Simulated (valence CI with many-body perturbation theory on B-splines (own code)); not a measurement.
# As: electric-dipole lines

Computed by configuration interaction combined with many-body perturbation theory (CI+MBPT): five valence electrons over a frozen Dirac-Fock core [Ar] 3d10, a basis of 10 s, 10 p, 9 d, 7 f, 4 g, 2 h functions for each j, with the one-electron correlation potential Σ1, the two-electron term Σ2, the three-electron term Σ3, Breit, model QED; selected CI, second order for the rest, scaled by the run's own slope (own B-spline code, finite nucleus).

Set against measurement, 11 paired levels are off by 73 cm⁻¹ on average, the worst by 115. These come from a selection out of the NIST Handbook of Basic Atomic Spectroscopic Data. Levels without a partner in it may be off by more. Among the levels kept, up to 860 cm⁻¹ of a level comes from second order outside the variational space, and about a tenth of that is noise between levels of different J, which matters for small intervals.

Lines 51 to 100 of 266 in falling wavelength, among levels below 69917 cm⁻¹, chosen from the strongest by gf and those to the six lowest levels. Wavelengths and rates use the calculated energies, so an error of 70 cm⁻¹ moves a line at 21700 Å by 1.5 % and its rate by three times that or more. Electric multipoles are in the length gauge, E1 and E2 with the static RPA response of the core. Weak lines are less certain than strong ones. Lines between different terms over intervals too small for the method are left out, as are lines whose strength nearly cancels. The highest levels of a list are the least certain.

Names give the largest LS component (configuration and term), which can be under half, so a name can repeat, a term be missing and a line seem to break the LS rules; names also repeat where a configuration has a term twice. Letters in brackets count levels of one name in rising energy.

```tsv
λ vac (Å)	Upper	Lower	A (s⁻¹)	S (a.u.) with core polarisation	S without
21700	4s2 4p2 4d 2P_3/2	4s2 4p2 5p 2S°_1/2	7.04e+05	1.42e+01	1.42e+01
21480	4s2 4p2 4d 4D_5/2	4s2 4p2 5p 4P°_3/2	4.55e+05	1.33e+01	1.33e+01
21360	4s2 4p2 4d 2P_1/2	4s2 4p2 5p 4D°_1/2	9.67e+05	9.30e+00	9.30e+00
21040	4s2 4p2 4d 2D_5/2	4s2 4p2 5p 4S°_3/2	1.95e+05	5.37e+00	5.37e+00
21030	4s2 4p2 4d 4D_3/2	4s2 4p2 5p 4D°_5/2	2.26e+05	4.15e+00	4.15e+00
20510	4s2 4p2 4d 2F_7/2	4s2 4p2 5p 4D°_7/2	2.67e+05	9.11e+00	9.12e+00
20270	4s2 4p2 6s 4P_1/2	4s2 4p2 5p 4P°_3/2	1.48e+06	1.22e+01	1.22e+01
20260	4s2 4p2 6s 2P_3/2	4s2 4p2 5p 2P°_3/2	2.20e+06	3.61e+01	3.61e+01
20140	4s2 4p2 4d 4P_5/2 [b]	4s2 4p2 5p 2P°_3/2	5.36e+05	1.30e+01	1.30e+01
19990	4s2 4p2 4d 4D_5/2	4s2 4p2 5p 4D°_5/2	4.68e+05	1.11e+01	1.11e+01
19720	4s2 4p2 4d 4D_7/2	4s2 4p2 5p 4D°_5/2	1.57e+05	4.75e+00	4.75e+00
19700	4s2 4p2 4d 2F_5/2	4s2 4p2 5p 4D°_3/2	1.61e+05	3.64e+00	3.64e+00
19630	4s2 4p2 6s 4P_5/2	4s2 4p2 5p 2D°_5/2	4.25e+05	9.52e+00	9.51e+00
19560	4s2 4p2 4d 2D_5/2	4s2 4p2 5p 4P°_5/2	7.40e+05	1.64e+01	1.64e+01
18900	4s2 4p2 6s 2P_3/2	4s2 4p2 5p 2P°_1/2	1.14e+06	1.52e+01	1.52e+01
18870	4s2 4p2 6s 4P_3/2	4s2 4p2 5p 2D°_3/2	6.89e+05	9.14e+00	9.13e+00
18330	4s2 4p2 6s 4P_3/2	4s2 4p2 5p 4P°_1/2	1.24e+06	1.51e+01	1.51e+01
18310	4s2 4p2 6s 2P_3/2	4s2 4p2 5p 2D°_5/2	5.63e+06	6.82e+01	6.82e+01
18210	4s2 4p2 4d 4P_5/2 [b]	4s2 4p2 5p 2D°_5/2	1.24e+06	2.21e+01	2.21e+01
18160	4s2 4p2 5p 2S°_1/2	4s2 4p2 5s 2P_3/2	1.82e+06	1.07e+01	1.07e+01
18080	4s2 4p2 4d 2D_5/2	4s2 4p2 5p 4D°_7/2	1.13e+05	1.98e+00	1.98e+00
17990	4s2 4p2 6p 4D°_3/2	4s2 4p2 4d 4F_5/2	5.58e+05	6.41e+00	6.41e+00
17800	4s2 4p2 6s 4P_5/2	4s2 4p2 5p 4S°_3/2	3.65e+06	6.10e+01	6.10e+01
17580	4s2 4p2 6s 2P_1/2	4s2 4p2 5p 2D°_3/2	8.00e+06	4.29e+01	4.29e+01
17520	4s2 4p2 4d 4D_1/2	4s2 4p2 5p 4D°_3/2	2.00e+06	1.06e+01	1.06e+01
17460	4s2 4p2 4d 2D_3/2	4s2 4p2 5p 2D°_3/2	1.18e+06	1.24e+01	1.24e+01
17180	4s2 4p2 4d 4D_5/2	4s2 4p2 5p 4D°_3/2	4.50e+05	6.76e+00	6.77e+00
17160	4s2 4p2 6s 4P_3/2	4s2 4p2 5p 4P°_3/2	3.52e+06	3.51e+01	3.51e+01
17110	4s2 4p2 6s 2P_1/2	4s2 4p2 5p 4P°_1/2	1.11e+06	5.49e+00	5.48e+00
17020	4s2 4p2 6p 4D°_1/2	4s2 4p2 4d 4F_3/2	8.98e+05	4.37e+00	4.37e+00
17000	4s2 4p2 4d 2D_3/2	4s2 4p2 5p 4P°_1/2	2.24e+05	2.18e+00	2.18e+00
16730	4s2 4p2 6s 4P_5/2	4s2 4p2 5p 4P°_5/2	3.58e+06	4.97e+01	4.97e+01
16620	4s2 4p2 4d 4P_5/2 [b]	4s2 4p2 5p 4S°_3/2	6.31e+05	8.59e+00	8.59e+00
16400	4s2 4p2 6s 4P_1/2	4s2 4p2 5p 4D°_3/2	6.82e+06	2.97e+01	2.96e+01
16260	4s2 4p2 5p 4D°_1/2	4s2 4p2 5s 2P_3/2	1.43e+06	6.07e+00	6.06e+00
16210	4s2 4p2 6s 4P_1/2	4s2 4p2 5p 4D°_1/2	1.47e+06	6.17e+00	6.17e+00
16190	4s2 4p2 6s 4P_3/2	4s2 4p2 5p 4D°_5/2	7.68e+06	6.44e+01	6.44e+01
16090	4s2 4p2 6s 2P_1/2	4s2 4p2 5p 4P°_3/2	6.07e+05	2.49e+00	2.49e+00
15990	4s2 4p2 4d 2D_3/2	4s2 4p2 5p 4P°_3/2	4.03e+05	3.25e+00	3.25e+00
15760	4s2 4p2 6s 2P_3/2	4s2 4p2 5p 4P°_5/2	1.62e+06	1.25e+01	1.25e+01
15710	4s2 4p2 4d 2D_5/2	4s2 4p2 5p 4P°_3/2	8.48e+05	9.73e+00	9.74e+00
15690	4s2 4p2 4d 4P_5/2 [b]	4s2 4p2 5p 4P°_5/2	2.16e+06	2.47e+01	2.47e+01
15630	4s2 4p2 6s 4P_5/2	4s2 4p2 5p 4D°_7/2	8.87e+06	1.00e+02	1.00e+02
15610	4s2 4p2 6p 4D°_1/2	4s2 4p2 4d 4P_3/2	3.67e+05	1.38e+00	1.38e+00
14680	4s2 4p2 6s 4P_1/2	4s2 4p2 5p 2S°_1/2	4.41e+06	1.38e+01	1.38e+01
14370	4s2 4p2 5p 2S°_1/2	4s2 4p2 5s 2P_1/2	3.12e+06	9.15e+00	9.15e+00
14300	4s2 4p2 6s 4P_3/2	4s2 4p2 5p 4D°_3/2	1.13e+06	6.51e+00	6.51e+00
14160	4s2 4p2 6s 4P_3/2	4s2 4p2 5p 4D°_1/2	9.78e+05	5.48e+00	5.48e+00
14080	4s2 4p2 4d 4P_5/2 [b]	4s2 4p2 5p 2D°_3/2	1.71e+06	1.41e+01	1.41e+01
13840	4s2 4p2 6s 2P_3/2	4s2 4p2 5p 4P°_1/2	3.98e+05	2.08e+00	2.08e+00
```
